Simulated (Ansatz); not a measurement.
Geometry optimisation, RHF/6-31G* (Ansatz).

Input file:

```yaml
crystal:
  periodic: [false, false, false]
  atoms:
    - { symbol: B, position_ang: [0.0, 0.0, 0.0] }
    - { symbol: Cl, position_ang: [0.0, 0.0, 2.21] }
    - { symbol: "N", position_ang: [1.3423, 0.0, -0.775] }
    - { symbol: H, position_ang: [1.8089, -0.9179, -1.0268] }
    - { symbol: H, position_ang: [1.7937, 0.9179, -1.0532] }
    - { symbol: F, position_ang: [-1.1431, 0.0, -0.66] }
    - { symbol: S, position_ang: [0.0982, 2.076, 0.6906] }
    - { symbol: H, position_ang: [0.6507, 2.1151, 1.9763] }
    - { symbol: H, position_ang: [0.0608, 1.2857, 1.8263] }
basis:
  gaussian: { orbitals: "6-31G*" }
hamiltonian:
  xc: hf
relax:
  f_tol: 0.15
  max_steps: 25
  restrain:
    - { distance: [0, 6], at: 1.89, k: 30.0 }
    - { distance: [8, 1], at: 1.37, k: 30.0 }
    - { distance: [0, 1], at: 3.06, k: 30.0 }
    - { distance: [8, 6], at: 2.6, k: 30.0 }
```

Command:

```bash
$ ansatz run input.yaml --threads 1 --pin off --max-ram 2048MiB --backend cpu --events-out ev --progress --plain --runs-dir out
```

**Question.** Where does it end, and by what steps?

**Answer.** It converged. The restraints hold the end off the free minimum. After 13 steps the energy has fallen by 7.472 eV (the restraints' own energy left out); H8 moved furthest, 1.58 Å. The start is strongly strained (largest force component 9 eV/Å), so its close contacts needn't be bonds. Parted: S7–H9 (1.38 → 2.60 Å).

```
step  energy less start (eV)  largest force component (eV/Å)  accepted
   0                  0.0000                           8.623       yes
   1                 -2.7432                           4.419       yes
   2                 -4.2301                           4.315       yes
   3                 -5.3291                           4.251       yes
   4                 -6.3368                           2.162       yes
   5                 -6.8763                           1.976       yes
   6                 -7.0934                           1.947       yes
   7                 -7.2126                           1.920       yes
   8                 -7.3047                           1.908       yes
   9                 -7.4005                           1.693       yes
  10                 -7.4565                           1.530       yes
  11                 -7.4706                           1.579       yes
  12                 -7.4658                           1.594        no
  13                 -7.4718                           1.563       yes
```

```xyz
9
Properties=species:S:1:pos:R:3
B 0.088 0.616 -0.253
Cl 0.014 -0.647 2.551
N 1.322 0.131 -0.666
H 1.409 -0.794 -1.027
H 2.187 0.603 -0.541
F -1.014 -0.086 -0.445
S -0.182 2.312 0.501
H 1.082 2.707 0.579
H -0.295 0.635 2.488
```

Run time: 38 s on 1 thread of Arm Neoverse V2 (shared host), peak memory 0.17 GiB.
